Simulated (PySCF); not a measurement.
Computed shifts of a molecule C5H5F, PBE/pcSseg-1 in PySCF, GIAO, gas phase, atoms alike by connectivity averaged where their shifts nearly agree, in ppm (number of nuclei): ¹⁹F: -144.7 (1). ¹³C: 174.6 (1), 141.7 (1), 135.7 (1), 108.8 (1), 43.3 (1). ¹H: 6.80 (1), 6.77 (1), 5.85 (1), 3.43 (2). References: ¹⁹F against CFCl3 (σ = 133.6 ppm); ¹³C against TMS (σ = 182.0 ppm); ¹H against TMS (σ = 31.49 ppm), references at their B3LYP-D3(BJ)/def2-TZVP geometries, non-relativistic. Coordinates come from a PBE0-D3(BJ)/def2-SVP optimisation. Other conformers were not sampled.

**Question.** Which molecule gave these data?
A) C#C/C(F)=C/C
B) C=CC=C=CF
C) FC1=CCC=C1
D) C=C=C/C=C/F

**Answer.** C, FC1=CCC=C1
